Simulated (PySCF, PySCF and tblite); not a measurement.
A run on one conformer of C₈H₁₂, numbered as in [CH2:1]=[C:2]([CH3:3])[C:4]1=[CH:5][CH2:6][CH2:7][CH2:8]1, from an ensemble study. The sound level was PBE0/pcSseg-1 on GFN2-xTB geometries.

Input:

```
{"job": {"xc": "PBE0", "basis": "pcSseg-1", "scf": {"conv": 0.001, "max_cycle": 68}, "kind": "nmr", "pop": false}, "charge": 0, "multiplicity": 1}
C      2.006489     0.134711     1.472542
C      1.491181    -0.033925     0.255136
C      2.379138    -0.248591    -0.937047
C      0.056229    -0.029899     0.014367
C     -0.566159    -0.304792    -1.134081
C     -2.055987    -0.250104    -1.010437
C     -2.274657     0.438924     0.344765
C     -0.949622     0.264384     1.102004
H      3.070950     0.124353     1.636741
H      1.395603     0.279774     2.345761
H      2.196445    -1.230059    -1.372218
H      3.425730    -0.185740    -0.650936
H      2.177588     0.501299    -1.700154
H     -0.099481    -0.575299    -2.065006
H     -2.521371     0.291964    -1.835534
H     -2.465798    -1.265354    -1.014218
H     -3.119607     0.021186     0.889743
H     -2.468144     1.500688     0.186548
H     -0.996149    -0.578447     1.796873
H     -0.687528     1.155605     1.672114
```

Command: OMP_NUM_THREADS=1 python ens_run.py task.json out

Output:

```
final grid: 154128 points
cycle   1  E = -311.5705810920  dE =  1.050e+00  |g| = 4.291e-01  |ddm| = 4.143e+00
cycle   2  E = -311.5691831506  dE =  1.398e-03  |g| = 4.501e-01  |ddm| = 9.502e-01
cycle   3  E = -311.6228953682  dE = -5.371e-02  |g| = 3.898e-02  |ddm| = 5.226e-01
cycle   4  E = -311.6230938263  dE = -1.985e-04  |g| = 2.503e-02  |ddm| = 6.622e-02
converged SCF energy = -311.6230938263

GIAO shielding tensors (ppm)
atom      isotropic    diamagn.    paramagn.     s11        s22        s33       span
  0 C       67.339     254.759    -187.419    -27.630     80.015    149.634    177.264
  1 C       38.525     258.988    -220.464    -76.075     31.024    160.625    236.700
  2 C      161.886     247.062     -85.176    146.508    154.196    184.954     38.445
  3 C       36.973     260.969    -223.995    -63.433     44.943    129.410    192.843
  4 C       51.074     254.601    -203.527    -38.758     53.743    138.237    176.995
  5 C      147.751     250.259    -102.508    123.292    151.624    168.336     45.044
  6 C      161.124     247.734     -86.610    133.970    173.608    175.794     41.824
  7 C      152.568     246.869     -94.301    127.098    158.543    172.063     44.965
  8 H       26.383      30.096      -3.713     24.375     24.836     29.938      5.563
  9 H       26.522      33.402      -6.881     23.933     24.487     31.145      7.213
 10 H       29.456      29.874      -0.418     25.572     28.512     34.285      8.713
 11 H       29.696      28.564       1.132     25.252     28.879     34.955      9.703
 12 H       29.562      30.085      -0.523     25.665     28.794     34.227      8.562
 13 H       25.875      34.856      -8.982     23.410     25.424     28.790      5.380
 14 H       29.133      29.800      -0.666     24.672     27.268     35.460     10.788
 15 H       28.988      30.025      -1.037     24.861     27.141     34.960     10.099
 16 H       29.847      29.396       0.451     25.420     27.774     36.347     10.927
 17 H       29.899      30.407      -0.509     24.826     28.256     36.615     11.790
 18 H       29.133      31.597      -2.465     24.180     28.386     34.832     10.652
 19 H       29.244      32.175      -2.931     23.921     28.977     34.834     10.913
```

**Question.** What is wrong with this calculation, and what did it do to the result?

**Answer.** The setting at fault: SCF threshold far too loose. Its loose threshold was met, which isn't self-consistency. Shieldings averaged over the conformers (ppm), as run and sound:
```json
{"atoms": "C1", "as run": "67.3", "sound": "68.0"}
{"atoms": "C2", "as run": "38.5", "sound": "39.6"}
{"atoms": "C3", "as run": "161.9", "sound": "163.0"}
{"atoms": "C4", "as run": "37.0", "sound": "35.9"}
{"atoms": "C5", "as run": "51.1", "sound": "51.5"}
{"atoms": "C6", "as run": "147.8", "sound": "148.7"}
{"atoms": "C7", "as run": "161.1", "sound": "160.5"}
{"atoms": "C8", "as run": "152.6", "sound": "150.6"}
{"atoms": "H1a", "as run": "26.4", "sound": "26.5"}
{"atoms": "H1b", "as run": "26.5", "sound": "26.6"}
{"atoms": "H3", "as run": "29.6", "sound": "29.7"}
{"atoms": "H5", "as run": "25.9", "sound": "25.8"}
{"atoms": "H6", "as run": "29.1", "sound": "29.1"}
{"atoms": "H7", "as run": "29.9", "sound": "29.7"}
{"atoms": "H8", "as run": "29.2", "sound": "29.1"}
```
